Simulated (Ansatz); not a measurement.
`O=[CH][SnH3]` + `OCF` → `FC[O][SnH3]` + `C=O`  (ligand exchange at the Sn–C bond)

Isolated molecules relaxed with PBE0-D4/def2-TZVP in Ansatz; ΔE leaves out vibrations. CCSD(T)/CBS adds triple-zeta CCSD(T) − MP2 to the extrapolated MP2 energy (def2 sets, frozen cores). This one scheme is used for every species. DFT in def2-TZVPP. Elements past krypton have def2 core potentials. For Sn outer-core shells are correlated without core-valence functions, which leaves a few kJ/mol of doubt a bond. One conformer a species, not always the lowest.

`O=[CH][SnH3]`:

Z-matrix (Å, degrees):
```
Sn
C 1 2.211
H 1 1.708 2 109.0
H 1 1.708 2 109.0 3 118.5
H 1 1.701 2 108.3 3 -120.8
O 2 1.197 1 122.2 3 120.5
H 2 1.116 1 118.0 3 -59.5
```

`OCF`:

```xyz
6

O     0.192    0.802    0.700
C     0.063   -0.095   -0.326
F    -1.263   -0.414   -0.544
H    -0.013    0.365    1.532
H     0.579   -1.043   -0.133
H     0.443    0.386   -1.229
```

`FC[O][SnH3]`:

```xyz
9

F    -1.581   -0.982    0.009
C    -1.189    0.085    0.823
O     0.160    0.125    0.942
Sn    1.262   -0.021   -0.710
H    -1.612    0.981    0.347
H    -1.641   -0.086    1.806
H     0.470    0.910   -1.899
H     2.737    0.652   -0.199
H     1.394   -1.664   -1.120
```

`C=O`:

Z-matrix (Å, degrees):
```
C
O 1 1.195
H 1 1.109 2 122.0
H 1 1.109 2 122.0 3 -180.0
```

```json
{"level": "r2SCAN-D4", "ΔE (kJ/mol)": "-46.9", "difference from CCSD(T)/CBS": "7.4"}
{"level": "PBE0-D4", "ΔE (kJ/mol)": "-41.5", "difference from CCSD(T)/CBS": "12.8"}
{"level": "PBE-QIDH", "ΔE (kJ/mol)": "-48.5", "difference from CCSD(T)/CBS": "5.8"}
{"level": "BLYP", "ΔE (kJ/mol)": "-42.0", "difference from CCSD(T)/CBS": "12.3"}
{"level": "r2SCANh", "ΔE (kJ/mol)": "-46.6", "difference from CCSD(T)/CBS": "7.7"}
{"level": "LC-ωPBE", "ΔE (kJ/mol)": "-49.0", "difference from CCSD(T)/CBS": "5.3"}
{"level": "CCSD/def2-SVP", "ΔE (kJ/mol)": "-60.0", "difference from CCSD(T)/CBS": "-5.7"}
{"level": "HF/def2-TZVPP", "ΔE (kJ/mol)": "-61.9", "difference from CCSD(T)/CBS": "-7.6"}
{"level": "MP2/def2-TZVPP", "ΔE (kJ/mol)": "-54.5", "difference from CCSD(T)/CBS": "-0.2"}
{"level": "CCSD/def2-TZVPP", "ΔE (kJ/mol)": "-52.2", "difference from CCSD(T)/CBS": "2.1"}
{"level": "CCSD(T)/CBS", "ΔE (kJ/mol)": "-54.3", "difference from CCSD(T)/CBS": "0"}
```

Largest T1 diagnostic among the species: 0.016.

Leaving LDA and LC-ωPBE aside and taking each functional with its dispersion term where it has one, the values, not all of them listed here, spread over 19.3 kJ/mol, from B97M-V to PBE-D4. LDA lies +4.3 kJ/mol from PBE without D4. In def2-TZVPP, CCSD(T) changes the Hartree–Fock value by +10.7 kJ/mol (the triples alone add +1.0 kJ/mol) and MP2 by +7.5 kJ/mol. At CCSD(T), def2-SVP lies −4.7 kJ/mol from the extrapolated value and def2-TZVPP +3.1 kJ/mol.
